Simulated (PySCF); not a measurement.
C4H9BrSi.
SMILES: `Br[SiH]1CCCC1`

A linear-response calculation (PySCF, def2-SVPD basis, gas phase, vertical, core orbitals frozen in the response) gave these numbers; the functional is withheld.

Orbital energies (eV): HOMO-3 -11.13, HOMO-2 -10.94, HOMO-1 -9.91, HOMO -9.68, LUMO 1.73, LUMO+1 2.07, LUMO+2 2.49.

| state | E (eV) | f | main configurations (H = HOMO, L = LUMO) |
| --- | --- | --- | --- |
| S1 | 6.83 | 0.011 | H→L (90%) |
| S2 | 6.99 | 0.024 | H-1→L (90%) |
| S3 | 7.82 | 0.042 | H→L+1 (77%), H-2→L (10%) |
| S4 | 7.99 | 0.017 | H→L+2 (39%), H-2→L (25%) |
| S5 | 8.01 | 0.033 | H-1→L+2 (43%), H→L+2 (17%), H-1→L+3 (10%) |
| S6 | 8.04 | 0.024 | H-2→L (22%), H→L+3 (21%), H-1→L+1 (12%) |

Triplets, Tamm–Dancoff:

```csv
state,E (eV),λ (nm),"main configurations (H = HOMO, L = LUMO)"
T1,6.48,191.3,H→L (85%)
T2,6.60,187.8,H-1→L (86%)
T3,7.49,165.6,"H→L+2 (57%), H→L+6 (10%), H→L+3 (9%)"
T4,7.55,164.2,"H-2→L (61%), H→L+1 (15%)"
```

Vertical ionisation energy by ΔSCF with the same functional: 9.89 eV. Mean static polarisability: 91.7 au.

Question: Name the functional.
A. PBE
B. wB97X-D
C. B3LYP
D. HF

Answer: B. wB97X-D is range-separated, 22% exact exchange at short range and 100% at long range (ω = 0.2 bohr⁻¹). In this run −ε(HOMO) = 9.68 eV differs from the ΔSCF value by -0.21 eV, and S1 differs from the orbital gap of 11.41 eV by -4.58 eV. The ratio −ε(HOMO)/IP is 0.98. Usual ranges for neutral molecules in this basis: 0.89 to 0.99 with wB97X-D, 0.5 to 0.7 with PBE, 0.67 to 0.83 with B3LYP; with Hartree–Fock the ratio is 1 or more (Koopmans' value less the relaxation energy is the ΔSCF value). The other options: PBE, a GGA without exact exchange; HF, time-dependent Hartree–Fock, 100% exact exchange; B3LYP, a global hybrid with 20% exact exchange.

Computed with TDDFT wB97X-D/def2-SVPD, vertical, gas phase, core orbitals frozen in the response (PySCF 2.14.0, density-fitted response routines). One conformer (not necessarily the lowest) at the PBE0-D3(BJ)/def2-SVP geometry, without solvent, vibrations or thermal averaging. The wB97X-D/def2-SVPD calculation is non-relativistic and has no spin–orbit coupling, an omission that weighs most on bromine.
